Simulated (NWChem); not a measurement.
CH4ClFSi; SMILES [SiH2](CF)Cl

All runs: NWChem. Pople sets run with spherical d functions. Level B3LYP/6-31G*: optimisations from one semi-empirical or force-field start; each run changes one setting, and all end within 0.3 mHa of each other. One conformer.

| setting | optimisation steps |
|---|---|
| redundant internal coordinates, default thresholds | 11 |
| trust radius 0.05 | 13 |
| loose thresholds | 3 |
| tight thresholds | 20 |
